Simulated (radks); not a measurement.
Values are calculated unless marked as measured or tabulated.
Spin polarisation of the 4p3 shell in the selenium ion Se+. Start: [Ar] 3d10 4s2 4p(up 1.5, down 1.5); electrons of 4p are moved from spin down to spin up, other shells keep equal spins. Level of theory: scalar-relativistic Kohn-Sham, BLYP, spin-polarised, spherical densities, finite nucleus; Fermi nuclear charge, rms radius of each element as measured or else 0.836 A^(1/3) + 0.57 fm (a radial shooting solver on a logarithmic mesh with Libxc functionals).

| moment (Bohr magnetons) | E - E(0) (eV) | e(4p up) (eV) | e(4p down) (eV) | 4s down minus up (eV) |
|---|---|---|---|---|
| 0 | 0.000 | -15.274 | -15.274 | 0.000 |
| 0.75 | -0.112 | -15.551 | -14.953 | 0.615 |
| 1.5 | -0.446 | -15.775 | -14.601 | 1.212 |
| 2.25 | -0.988 | -15.945 | -14.233 | 1.775 |
| 3 | -1.724 | -16.066 | -13.855 | 2.303 |

At moment 3 the spin-polarisation energy is -1.724 eV and the 4p exchange splitting 2.211 eV, that is 0.737 eV per Bohr magneton; E = -I m^2/4 would give I = 0.766 eV.
